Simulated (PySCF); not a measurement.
H5NSi2, SMILES `N[Si][SiH3]` (lower singlet), neutral singlet in the gas phase. This singlet lies 1.40 eV below the relaxed triplet at the level frozen-core CCSD(T)/cc-pVTZ // PBE0-D3(BJ)/def2-TZVP (Ansatz).

Cartesian coordinates (Å):
SMILES: N[Si][SiH3]
```xyz
8

N     -1.7240    -0.2247    -0.1943
Si    -0.5231    -0.4142    -1.3962
Si     1.3119     0.1485     0.0626
H     -2.7001    -0.3763    -0.4029
H     -1.5820     0.0380     0.7698
H      2.2957    -0.9707     0.1513
H      0.8613     0.4635     1.4559
H      2.0602     1.3358    -0.4462
```
Charge 0, multiplicity 1.

All levels are single points at this geometry (PBE0-D3(BJ)/def2-TZVP); Pople sets use spherical d functions. Orbital energies aren't observables, and empty levels follow the basis.

```tsv
level	HOMO (eV)	LUMO (eV)	gap (eV)	dipole (D)	vertical IE, Delta-SCF (eV)
PBE0-D3(BJ)/def2-TZVP in PySCF	-6.06	-1.90	4.16	2.21	–
B3LYP/6-31G* in PySCF	-5.75	-1.83	3.92	2.47	8.03
BP86/6-31G* in PySCF	-5.07	-2.58	2.49	2.62	–
SVWN5/6-31G* in PySCF	-5.01	-2.61	2.41	2.65	8.05
HF/6-31G* in PySCF	-8.16	1.42	9.58	2.21	7.15
HF/STO-3G in PySCF	-5.33	6.81	12.15	1.75	–
```
